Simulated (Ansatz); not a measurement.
Born–Oppenheimer molecular dynamics of ClH₅OSi₂ (9 atoms, charge 0, multiplicity 1). It starts from a relaxed structure.

Theory: Ansatz 0.2.0, RHF/def2-SVP.

```json
{"ensemble": "NVT, Langevin thermostat", "time step": "0.25 fs", "steps asked": "300", "set temperature": "500 K", "friction": "0.02 /fs", "seed": "832559"}
```

First frame:

```xyz
9
Properties=species:S:1:pos:R:3
Si 0.056 0.093 0.049
Cl 0.315 0.678 2.020
H 1.387 -0.121 -0.533
H -0.668 1.169 -0.641
O -0.802 -1.283 0.001
Si -1.751 -2.558 0.439
H -1.522 -2.889 1.860
H -3.172 -2.206 0.236
H -1.404 -3.719 -0.405
```

(1) How far do the bonds stretch over the last three quarters of this one trajectory? (Pairs bonded in most of those frames.)

Answers

(1) 
| bond | mean (Å) | spread (Å) | shortest | longest |
| --- | --- | --- | --- | --- |
| Si1–Cl2 | 2.083 | 0.032 | 2.02 | 2.12 |
| Si1–H3 | 1.479 | 0.017 | 1.44 | 1.52 |
| Si1–H4 | 1.468 | 0.025 | 1.42 | 1.51 |
| Si1–O5 | 1.637 | 0.033 | 1.57 | 1.69 |
| O5–Si6 | 1.657 | 0.030 | 1.61 | 1.72 |
| Si6–H7 | 1.487 | 0.018 | 1.44 | 1.52 |
| Si6–H8 | 1.480 | 0.074 | 1.36 | 1.61 |
| Si6–H9 | 1.490 | 0.023 | 1.45 | 1.53 |

Mean temperature of the second half: 454 K. A run of 0.075 ps of so small a system gives no equilibrium averages.

Run time: 6.5 min on 1 thread of Arm Neoverse V2, on a shared host, peak memory 0.17 GiB.
